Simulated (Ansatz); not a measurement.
CH$_{3}$F$_{2}$In (`F[CH2][InH][F]`), charge 0, multiplicity 1.

Give a relaxed structure at PBE0-D4/def2-TZVP (Ansatz). (Estimate.)

The calculation gave: 
Z-matrix (Å, degrees):
```
C
In 1 2.161
F 1 1.385 2 112.2
H 1 1.093 2 109.5 3 -120.8
H 1 1.093 2 109.4 3 120.8
F 2 1.969 1 105.7 3 -179.3
H 2 1.701 1 142.6 3 0.7
```
Point group Cs.
